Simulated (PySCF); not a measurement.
Spin states and ions at one geometry of [Pb(BH4)3]−

PySCF 2.14.0, RKS PBE, Pb def2-SVP with ECP60, B def2-SVP, H def2-SVP; non-relativistic Hamiltonian with scalar-relativistic core potentials where named; density fitting; no spin-orbit coupling; singlets restricted, open shells unrestricted. The geometry is relaxed for charge -1, singlet, vacuum:

```xyz
16

Pb    0.0000    0.0000    0.1172
B     2.5550    0.0160   -0.6477
H     3.5361    0.0245   -1.3965
H     2.6022   -0.9069    0.1845
H     1.5882   -0.1978   -1.4590
H     2.4044    1.1220   -0.0936
B    -1.2913    2.2047   -0.6477
H    -1.7892    3.0501   -1.3965
H    -0.5157    2.7070    0.1845
H    -0.6228    1.4744   -1.4590
H    -2.1739    1.5212   -0.0936
B    -1.2637   -2.2207   -0.6477
H    -1.7469   -3.0746   -1.3965
H    -2.0865   -1.8001    0.1845
H    -0.9654   -1.2766   -1.4590
H    -0.2305   -2.6433   -0.0936
```

Energies count from the relaxed state; an electron taken off or put on is at rest in vacuum. Charges and spins are Mulliken's.

| state | energy (eV) | spin squared | charge on Pb1 (e) | spin on Pb1 (e) | dipole about the centre of mass (D) |
| --- | --- | --- | --- | --- | --- |
| charge -1, singlet, vacuum | 0.00 | 0.00 | 0.42 | 0.00 | 4.21 |
| charge -1, triplet, vacuum | 4.36 | 2.00 | 0.09 | 1.12 | 1.64 |

Problem. What does the state charge 0, doublet, vacuum give?

Solution. energy (eV) 4.95, spin squared 0.75, charge on Pb1 (e) 0.59, spin on Pb1 (e) 0.16, dipole about the centre of mass (D) 1.48.

With an electron taken off (doublet) the charges change, summed by element, by Pb +0.17 e, B +0.02 e, H +0.81 e. The vertical ionisation energy is 4.95 eV, against −ε(HOMO) = 2.63 eV of the relaxed state. The level lies 2.3 eV too high, as is usual for semilocal functionals and global hybrids, which keep a self-interaction error.

Open shells may have lower solutions than those found.
